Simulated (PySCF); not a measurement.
Gas-phase reaction: 2 ZrCl4.H2O + H2O2 ⇌ 2 ZrCl2(OH)2 + H2 + 4 Cl

Method: PySCF energies (xtb for GFN2) plus ideal-gas RRHO corrections (1 bar). † marks an energy on the PBE0/def2-TZVP geometry and frequencies; other levels use their own. CCSD(T) freezes the core. Open shells (unrestricted): Cl (multiplicity 2); the rest are closed-shell singlets. GFN2 has no spin-polarisation term. Spin-orbit splitting is ignored; it lowers the true energy and changes the entropy of Cl. B3LYP is the form with VWN-RPA correlation. Zr: scalar-relativistic def2 core potential, no spin-orbit coupling. Adducts (ZrCl4.H2O) have no counterpoise correction, and HF, PBE, BLYP, B3LYP and PBE0 lack dispersion. ZrCl4.H2O, ZrCl2(OH)2: computed as isolated molecules; such fragments, hydroxides, amides, oligomers or adducts are transient or little studied in the gas. CCSD(T) isn't extrapolated to the basis-set limit. Warning, point group unlike the PBE0 one: H2O2 (GFN2-xTB).

```csv
level,"ΔH°(298 K), kJ"
B3LYP/def2-TZVP†,617
BLYP/def2-TZVP†,609
CCSD(T)/def2-SVP†,611
GFN2-xTB,(withheld)
M06-2X/def2-TZVP†,(withheld)
PBE/def2-SVP,754
PBE0/def2-QZVP†,701
PBE0/def2-SVP†,(withheld)
PBE0/def2-TZVP,(withheld)
r2SCAN/def2-TZVP†,714
```

Question: Some entries are withheld; supply them.

Answer: 
- GFN2-xTB, ΔH°(298 K), kJ: 1047
- M06-2X/def2-TZVP†, ΔH°(298 K), kJ: 714
- PBE0/def2-SVP†, ΔH°(298 K), kJ: 717
- PBE0/def2-TZVP, ΔH°(298 K), kJ: 698
